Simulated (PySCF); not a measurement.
# Deuteron quadrupole couplings in `C=CC[SiH2]O[Si@@H](N)O`

C3H11NO2Si2.
Structure used (GFN2-xTB), in Å, numbered top down from 1:
```
atom  x, y, z in Å
C1    -2.7020   -0.8806   -1.2929
C2    -1.8141   -0.7015   -0.3306
C3    -1.8184    0.4411    0.6227
Si4   -0.3895    1.6528    0.2410
O5     1.0378    0.9099    0.3681
Si6    2.0424   -0.3634    0.2420
N7     3.3765    0.1077    1.2241
O8     1.4161   -1.7481    0.8059
H9    -3.5281   -0.2018   -1.4340
H10   -2.6476   -1.7120   -1.9749
H11   -0.9907   -1.3944   -0.2170
H12   -1.7015    0.0644    1.6413
H13   -2.7734    0.9649    0.5742
H14   -0.3321    2.7161    1.2458
H15   -0.4997    2.1543   -1.1291
H16    2.2314   -0.6696   -1.1654
H17    3.7181    1.0498    1.1315
H18    4.1492   -0.5319    1.3068
H19    1.2158   -1.8484    1.7335
```

Level: PBE0/pcSseg-1 (PySCF, non-relativistic); Q(2H) = 0.00286 b; rigid geometry, the same for H and D, with no vibrational averaging.

Problem. Rank these positions by the coupling χzz of a deuteron there, largest first.
A. H19 (hydroxyl hydrogen)
B. H17 (N–H hydrogen)
C. H15 (Si–H hydrogen)
D. H9 (vinylic hydrogen)
E. H11 (vinylic hydrogen)

Solution. A (342 kHz), B (290 kHz), D (226 kHz), E (212 kHz), C (107 kHz).

Problem. What are Vzz, η and χzz (234.96 MHz × Q × Vzz) at all hydrogens?

Solution. 
```tsv
atom	bonded to	bond length (Å)	Vzz (au)	η	χzz (kHz)
H9	C1	1.079	0.3357	0.06	226
H10	C1	1.077	0.3395	0.06	228
H11	C2	1.082	0.3158	0.05	212
H12	C3	1.092	0.3117	0.04	209
H13	C3	1.090	0.3137	0.04	211
H14	Si4	1.464	0.1594	0.01	107
H15	Si4	1.463	0.1599	0.02	107
H16	Si6	1.453	0.1651	0.01	111
H17	N7	1.006	0.4310	0.15	290
H18	N7	1.006	0.4309	0.16	290
H19	O8	0.954	0.5092	0.05	342
```

Problem. Average by the element that carries the hydrogen.

Solution. on C: 217 kHz over 5 positions, mean bond length 1.084 Å; on Si: 108 kHz over 3 positions, mean bond length 1.460 Å; on N: 290 kHz over 2 positions, mean bond length 1.006 Å; on O: 342 kHz over 1 position, mean bond length 0.954 Å.

Problem. How does χzz go with the bond length over the 5 C–H bonds?

Solution. A straight-line fit has a slope of -11.3 kHz for each 0.01 Å, with a correlation coefficient of -0.89, over lengths from 1.077 to 1.092 Å. The longer bonds have the smaller couplings here.

Problem. A static deuteron (I = 1) shows a doublet split by (3/2)χ, (3/4)χ(1 + η) and (3/4)χ(1 − η) with the field along z, y and x of the gradient. What are these for H19?

Solution. With |χ| = 342.2 kHz and η = 0.047: 513, 269 and 245 kHz, to first order and without motion.

Geometry: GFN2-xTB, one conformer, isolated molecule. GFN2-xTB bond lengths can be off by several hundredths of an ångström, more for odd bonds, and the gradients follow them. The small basis limits the accuracy of the gradients.

These values come from a run that also computed NMR shieldings. Time: 88 s of wall time (with the writing of density and orbital grids); peak memory 0.92 GiB. Hardware: one thread, Arm Neoverse N1 (aarch64), shared host with 64 logical CPUs at a one-minute load of 61.
